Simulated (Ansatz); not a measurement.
`O[SiH2][AlH][F]` + `FBS` → `O[SiH2]SBF` + `[F][AlH2]`  (cleavage of the Si–Al bond)

Calculated with Ansatz (gas phase, PBE0-D4/def2-TZVP geometries, no zero-point term in ΔE). CBS: MP2 limit from def2 TZ/QZ plus the TZ coupled-cluster correction, frozen cores. This one scheme is used for every species. One conformer a species, not always the lowest.

```
          species  CCSD/def2-TZVPP energy (Eh)
`O[SiH2][AlH][F]`                   -708.41460
            `FBS`                   -523.52106
     `O[SiH2]SBF`                   -888.97404
      `[F][AlH2]`                   -342.98932
```

Q: Work out ΔE.

A: ΔE = (-888.97404) + (-342.98932) − (-708.41460) − (-523.52106) = -0.02770 Eh = -0.75 eV. CCSD(T)/CBS gives -0.79 eV.

Largest T1 diagnostic among the species: 0.014.

The D4 term adds −0.06 eV with B3LYP and −0.03 eV with PBE0; it sums over pairs of atoms, weighted by their polarisabilities, and B3LYP, whose exchange is more repulsive, gets the larger term. From PBE to PBE0 (25 % exact exchange), in def2-TZVPP and without D4, ΔE moves by −0.06 eV.

B3LYP here is the variant with VWN-RPA as its local correlation; programs differ in this.
